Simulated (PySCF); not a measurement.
**Excitation energies in several basis sets**

C2H10BN.
Numbering: `[CH3:1][BH2-:2][NH2+:3][CH3:4]` (hydrogens: H5, H6, H7 on C1; H8, H9 on B2; H10, H11 on N3; H12, H13, H14 on C4)

TDDFT with PBE0 (PySCF), vertical singlets, core orbitals frozen in the response, spherical d and f functions. Geometry: PBE0-D3(BJ)/def2-SVP, one conformer, isolated molecule.

| basis | functions | diffuse | S1 (eV) | S2 (eV) | S3 (eV) | S4 (eV) | S5 (eV) | LUMO (eV) | α (au) |
| --- | --- | --- | --- | --- | --- | --- | --- | --- | --- |
| 6-31G* | 76 | no | 7.29 | 7.66 | 8.82 | 9.02 | 9.14 | 1.53 | 44.7 |
| 6-31+G* | 92 | yes | 5.87 | 6.26 | 6.85 | 7.12 | 7.23 | -0.36 | 50.8 |
| def2-SVP | 106 | no | 6.84 | 7.28 | 8.27 | 8.32 | 8.54 | 0.89 | 47.0 |
| def2-SVPD | 160 | yes | 6.23 | 6.68 | 7.38 | 7.64 | 7.70 | 0.03 | 55.5 |
| aug-cc-pVDZ | 182 | yes | 5.78 | 6.20 | 6.64 | 6.69 | 6.96 | -0.56 | 56.8 |
| def2-TZVP | 184 | no | 6.43 | 6.84 | 7.74 | 7.76 | 8.08 | 0.30 | 53.3 |
| def2-TZVPD | 238 | yes | 6.00 | 6.41 | 6.98 | 7.27 | 7.28 | -0.28 | 56.5 |

Task: Compare the sets with the largest diffuse one.

Result: States are compared by their number. Against the largest diffuse basis here (def2-TZVPD, itself not a converged limit), sets without diffuse functions differ by up to 1.30 eV in S1 and 1.87 eV in S5; the smaller diffuse sets differ by up to 0.23 and 0.43 eV. State by state, the largest deviation of a set without diffuse functions is S1 1.30, S2 1.25, S3 1.85, S4 1.75, S5 1.87 eV. The same number needn't mean the same state in each row. Against def2-TZVPD the polarisability deviates by -21% in 6-31G*, -10% in 6-31+G*, -17% in def2-SVP, -2% in def2-SVPD, +1% in aug-cc-pVDZ, -6% in def2-TZVP. A single + in a Pople set puts diffuse functions on heavy atoms only.

Without π bonds the low states are Rydberg-like; a valence basis with one diffuse set may place them up to an eV too high.
